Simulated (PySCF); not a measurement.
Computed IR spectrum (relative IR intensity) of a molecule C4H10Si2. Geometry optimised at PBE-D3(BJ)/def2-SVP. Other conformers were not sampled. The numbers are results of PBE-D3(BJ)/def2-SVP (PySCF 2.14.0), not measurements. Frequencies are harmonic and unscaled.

Lines under 2 % of the strongest are left out, and lines within 2 cm⁻¹ are merged.

ν (cm⁻¹): 570 (w), 603 (m), 657 (w), 717 (vw), 725 (w), 764 (m), 822 (vs), 886 (s), 897 (w), 901 (w), 916 (w), 943 (w), 979 (vw), 1004 (vw), 1008 (vw), 1140 (w), 1370 (vw), 2141 (m), 2150 (s), 2154 (m), 2170 (m), 3039 (vw), 3046 (w), 3139 (vw) (against the strongest line: vs over 80 %, s over 45 %, m over 15 %, w over 4 %, vw less)

### Question
Pick the molecule that these values belong to.
A. C=C[SiH2]/C=C/[SiH3]
B. C#CC[SiH2]C[SiH3]
C. C=C1C[Si@H](C)[SiH2]1
D. [SiH3][SiH]1CC=CC1

### Answer
A, C=C[SiH2]/C=C/[SiH3]
